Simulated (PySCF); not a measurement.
**Xenon: a sound run and one with changed settings**

Sound run: Xe⁺ [Kr] 4d10 5s2 5p5, Xe²⁺ [Kr] 4d10 5s2 5p4. Calculation: PySCF 2.14, in def2-TZVP with the def2 core potential (28 electrons) (6s5p3d2f, 50 functions); a scalar-relativistic core potential. The sound run starts from symmetry-adapted Hartree-Fock orbitals and uses a fine grid where one is needed.

A second run was set up differently.

```csv
species,method,sound run (hartree),changed run (hartree),converged
Xe⁺,UHF,-327.87704,-327.87704,yes
Xe⁺,PBE,-328.88992,-328.88955,yes
Xe⁺,B3LYP,-329.00960,-329.00986,yes
Xe²⁺,UHF,-327.13922,-327.13922,yes
Xe²⁺,PBE,-328.11624,-328.11584,yes
Xe²⁺,B3LYP,-328.23069,-328.23099,yes
```

Ionisation energy of Xe⁺:

| method | sound run (eV) | changed run (eV) |
| --- | --- | --- |
| UHF | 20.077 | 20.077 |
| PBE | 21.053 | 21.054 |
| B3LYP | 21.195 | 21.194 |

What was changed?
A. radial grid too coarse
B. all electrons correlated in a valence basis
C. too few SCF iterations
D. a valence shell is frozen

A. It used radial step 0.3 in ln r (0.13 in the sound run). A coarse radial grid mis-integrates the density and the exchange-correlation energy, with errors of either sign; Hartree-Fock needs no grid.
